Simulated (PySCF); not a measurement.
A calculated (UHF, PySCF 2.14, pcseg-2, no relativity, point nucleus) atom or ion has these occupied shells.

| shell | electrons | orbital energy (eV) | rms radius, mean of both spins (bohr) |
| --- | --- | --- | --- |
| 1s | 2 | -4546.0 | 0.0853 |
| 2s | 2 | -551.90 | 0.374 |
| 2p | 6 | -459.15 | 0.341 |
| 3s | 2 | -100.98 | 1.14 |
| 3p | 6 | -73.550 | 1.23 |

Q: Name the element and its charge.

A: Sc³⁺ (scandium, charge +3), in [Ar], closed-shell 1S.
